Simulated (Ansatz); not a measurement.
C$_{2}$H$_{9}$BClN (`C[B-](C)([NH3+])Cl`) at its PBE0-D4/def2-TZVP geometry, where that method's forces vanish. The species carries charge 0 and has multiplicity 1.

```xyz
14

C     0.0876    1.5529   -0.0539
B     0.3342   -0.0074    0.1878
C    -0.6629   -0.7509    1.1911
N     0.2060   -0.7539   -1.2708
Cl    2.1418   -0.3690    0.6083
H     0.2292    2.1024    0.8801
H    -0.9363    1.7641   -0.3885
H     0.7764    1.9941   -0.7830
H    -0.5640   -0.3312    2.1953
H    -0.4678   -1.8254    1.2813
H    -1.7141   -0.6236    0.9014
H    -0.7289   -0.6587   -1.6584
H     0.4230   -1.7416   -1.1698
H     0.8759   -0.3519   -1.9209
```

**Question.** What forces (eV/Å) does ωB97M-V/def2-TZVPP give on these atoms in the Gaussian-basis code of Ansatz? (An estimate is asked.)

**Answer.** Computed: 
```
C1  -0.027  0.097 -0.010
B2  -0.045  0.067  0.097
C3  -0.070 -0.037  0.062
N4  -0.029 -0.070 -0.147
Cl5  0.093 -0.018  0.023
H6  -0.006 -0.036 -0.052
H7   0.058 -0.018  0.017
H8  -0.036 -0.036  0.038
H9  -0.001 -0.022 -0.060
H10 -0.004  0.062 -0.015
H11  0.062 -0.006  0.011
H12  0.042 -0.005  0.016
H13 -0.009  0.037 -0.004
H14 -0.026 -0.015  0.024
```
